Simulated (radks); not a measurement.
Polarisability of the calcium ion Ca8+, [Ne] 3s2, at imaginary frequency. Method: non-relativistic Kohn-Sham, LB94 model potential, spin-unpolarised, spherical densities, point nucleus; computed with a radial shooting solver on a logarithmic mesh with Libxc functionals. Response by self-consistent Sternheimer equations with the Hartree and adiabatic LDA kernel.

w (hartree),alpha1(iw) (bohr^3),alpha2(iw) (bohr^5)
0.00266,1.116,0.6405
0.0143,1.116,0.6404
0.0360,1.114,0.6403
0.0697,1.110,0.6397
0.118,1.100,0.6383
0.186,1.077,0.6351
0.280,1.031,0.6285
0.413,0.9479,0.6152
0.605,0.8109,0.5889
0.892,0.6196,0.5393
1.35,0.4070,0.4533
2.12,0.2273,0.3276
3.59,0.1108,0.1876
6.94,0.04839,0.07552
17.5,0.01632,0.01646

Static values: alpha1 = 1.116 bohr^3 (0.1654 angstrom^3; uncoupled 1.844), alpha2 = 0.6405 bohr^5, alpha3 = 0.5872 bohr^7. C6 = 0.9687, C8 = 3.835, triple-dipole C9 = 0.7825 atomic units. One-pole (London) frequency 4 C6 / (3 alpha1^2) = 1.037 hartree, against 6.946 for minus the highest occupied eigenvalue.
